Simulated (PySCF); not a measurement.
CH₆O₂SSi, SMILES CS[SiH](O)O.

The structure is a stationary point at PBE-D3(BJ)/def2-SVP. The structure was generated by enumeration, and PubChem lists no compound with its InChIKey, so it may never have been made. Other conformers were not sampled.

All values below come from PBE-D3(BJ)/def2-SVP in PySCF.

Frequencies are harmonic and unscaled.

| mode | ν (cm⁻¹) | IR (km/mol) | moving atoms (share of kinetic energy) |
|---|---|---|---|
| 1 | 58 | 0.3 | H 27 %, C 25 %, O 24 %, S 21 % |
| 2 | 107 | 0.2 | H 90 % |
| 3 | 148 | 1.1 | O 38 %, C 32 %, H 19 % |
| 4 | 193 | 87.5 | H 79 %, O 9 % |
| 5 | 229 | 2.6 | O 40 %, H 33 %, S 18 % |
| 6 | 256 | 7.2 | O 31 %, H 27 %, S 15 %, C 15 %, Si 12 % |
| 7 | 320 | 47.5 | O 43 %, Si 33 %, H 18 % |
| 8 | 394 | 131.2 | H 63 %, O 28 % |
| 9 | 513 | 72.9 | S 42 %, Si 41 %, H 11 % |
| 10 | 691 | 1.7 | C 59 %, S 31 %, H 10 % |
| 11 | 709 | 158.3 | H 96 % |
| 12 | 763 | 82.5 | H 51 %, O 45 % |
| 13 | 813 | 64.6 | H 51 %, O 33 %, Si 16 % |
| 14 | 853 | 185.8 | H 46 %, O 28 %, Si 25 % |
| 15 | 888 | 147.0 | H 86 %, O 9 % |
| 16 | 929 | 58.3 | H 60 %, Si 18 %, O 13 % |
| 17 | 936 | 75.7 | H 52 %, Si 24 %, O 17 % |
| 18 | 941 | 3.7 | H 81 %, C 16 % |
| 19 | 1279 | 4.0 | H 87 %, C 12 % |
| 20 | 1398 | 7.3 | H 96 % |
| 21 | 1412 | 9.0 | H 95 % |
| 22 | 2189 | 128.6 | H 97 % |
| 23 | 2984 | 21.7 | H 98 % |
| 24 | 3090 | 3.4 | H 90 %, C 10 % |
| 25 | 3103 | 0.8 | H 90 %, C 10 % |
| 26 | 3734 | 63.1 | H 94 % |
| 27 | 3764 | 85.0 | H 94 % |
